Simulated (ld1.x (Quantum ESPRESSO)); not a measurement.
Which change was made? (Sm, TM)

* Element: samarium (Sm)
* Generator: ld1.x (Quantum ESPRESSO) 7.5
* Type: norm-conserving Troullier–Martins (Kleinman–Bylander form)
* Functional: PBEsol
* Relativity: scalar-relativistic
* Frozen core: [Kr] 4d10 4f5
* Valence charge: 11
* Reference configuration: 5s2 5p6 5d1 6s0 6p0 (charge +2)
* Partial waves: 5s (bound): rc 1.55 bohr; 5p (bound): rc 1.95 bohr; 5d (bound): rc 3.25 bohr
* Local potential: all-electron potential smoothed inside 3.05 bohr (lloc = -1)
* Core correction: none

Cutoffs, loose and tight: the cutoffs (Ry, on a coarse ladder) from which the occupation-weighted sum of valence levels, in a spherical-Bessel basis at the reference potential, stays within 10 and 1 mRy of its value at 400 Ry. They do not see the model core or the augmentation charge, which bear on the density cutoff. Test errors are all-electron minus pseudo excitation energies from the reference, over the configurations 5s2 5p6 5d1 6s2 6p0; 5s2 5p6 5d1 6s1 6p0; 5s2 5p6 5d0 6s0 6p0; 5s2 5p6 5d1 6s1 6p1; 5s1 5p6 5d1 6s2 6p0; 5s2 5p6 5d2 6s0 6p0; 5s2 5p6 5d0 6s2 6p1; variants that change the core or the reference have their own tests.

The base gives: outcome: generated; cutoff, loose: 55 Ry; cutoff, tight: 100 Ry; bound ghosts: none; largest test error (meV): +2365.

(1) After one change the result is: outcome: generated; cutoff, loose: 260 Ry; cutoff, tight: over 300 Ry; bound ghosts: none; largest test error (meV): +2411. Which change was it?
A. wave 5s (bound): rc 1.55 bohr becomes 5s (bound): rc 2.34 bohr
B. wave 5s (bound): rc 1.55 bohr becomes 5s (bound): rc 1.12 bohr
C. wave 5s (bound): rc 1.55 bohr becomes 5s (bound): rc 0.98 bohr
D. wave 5s (bound): rc 1.55 bohr becomes 5s (bound): rc 2.02 bohr

## Answers

(1) C. The others give: wave 5s (bound): rc 1.55 bohr becomes 5s (bound): rc 1.12 bohr → outcome: generated; cutoff, loose: 110 Ry; cutoff, tight: 200 Ry; bound ghosts: none; largest test error (meV): +2188 | wave 5s (bound): rc 1.55 bohr becomes 5s (bound): rc 2.34 bohr → outcome: generated; cutoff, loose: 30 Ry; cutoff, tight: 55 Ry; bound ghosts: none; largest test error (meV): +2011 | wave 5s (bound): rc 1.55 bohr becomes 5s (bound): rc 2.02 bohr → outcome: generated; cutoff, loose: 40 Ry; cutoff, tight: 60 Ry; bound ghosts: none; largest test error (meV): +2036.
